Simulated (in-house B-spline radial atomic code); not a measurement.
## PBE hybrid excitations of the nitrogen ion N³⁺

Method: PBE hybrid with 0.3 exact exchange. Computed with an all-electron radial atomic-structure program (B-spline basis): linear response of the closed shell [He] 2s2 with the functional's adiabatic kernel; non-relativistic, point nucleus, no spin-orbit coupling, no double excitations, S, P, D and F terms only.

Command:
```bash
python run_td.py task.json out
```
Settings (radii: box in bohr, nucleus in fm):
```
Z                        7
electrons                4
configuration            [He] 2s2
hamiltonian              nr
method                   pbeh
box_radius               23.08
exact_exchange_fraction  0.3
intervals                49
```

Cost of the run: 0.1 s on 1 thread of AMD EPYC 9R14 (Zen 4), on a shared host.

The lowest states, in the order of their Tamm-Dancoff energies; the method's threshold (minus the highest occupied level) is 70.55 eV. Labels give the largest channel, * marks a mixed state, and oscillator strengths are full-response dipole values. Semilocal kernels can invert the small singlet-triplet splittings of Rydberg terms. Energies in eV:

```csv
state,full response,Tamm-Dancoff,oscillator strength
2s → 2p 3P,6.125,7.223,-
2s → 2p 1P,15.077,15.885,0.597
2s → 3s 3S,45.12,45.13,-
2s → 3s 1S,46.63,46.65,-
2s → 3p 3P,48.14,48.15,-
2s → 3p 1P,48.60,48.61,0.314
2s → 3d 3D,49.78,49.81,-
2s → 3d 1D,?,?,-
2s → 4s 3S,58.18,58.18,-
2s → 4s 1S,?,?,-
```

Problem. Where does 2s → 4s 1S lie?

Solution. At 58.58 eV in full response, 58.59 eV in Tamm-Dancoff.

Problem. Where does 2s → 3d 1D lie?

Solution. At 50.74 eV in full response, 50.74 eV in Tamm-Dancoff.

Problem. How large is the singlet-triplet splitting of 2s → 2p (P terms) in Tamm-Dancoff?

Solution. 8.66 eV, from the unrounded values.

Problem. What polarisabilities and dispersion coefficient does the method give?

Solution. Dipole 2.132 bohr³, quadrupole 1.453 bohr⁵, C6 2.116 hartree·bohr⁶ for two such species.
